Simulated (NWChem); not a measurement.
Species: C4H5Cl; SMILES C1(Cl)=CCC1

```xyz
10

Cl    -0.0010    -1.7739     0.0000
C     -0.0605    -0.0624     0.0000
C     -1.0597     0.8307     0.0000
C     -0.0954     1.9960     0.0000
C      1.0542     0.9432     0.0000
H     -2.1479     0.7535     0.0000
H     -0.1257     2.6372    -0.8962
H     -0.1257     2.6372     0.8962
H      1.6930     0.9418    -0.8973
H      1.6930     0.9418     0.8973
```
Atoms are numbered in this order, from 1.

Computed with NWChem. The geometry was optimised at PBE0/def2-SVP.

For level B3LYP/def2-TZVP:

```
Item                         Result
---------------------------  ------
highest occupied level (eV)   -6.81
orbital gap (eV)               6.69
dipole (D)                     1.58
```

**Question.** How do the values read with level Hartree-Fock/def2-TZVP instead?

**Answer.** 
| Item | Result |
|---|---|
| highest occupied level (eV) | -9.48 |
| orbital gap (eV) | 13.45 |
| dipole (D) | 1.75 |
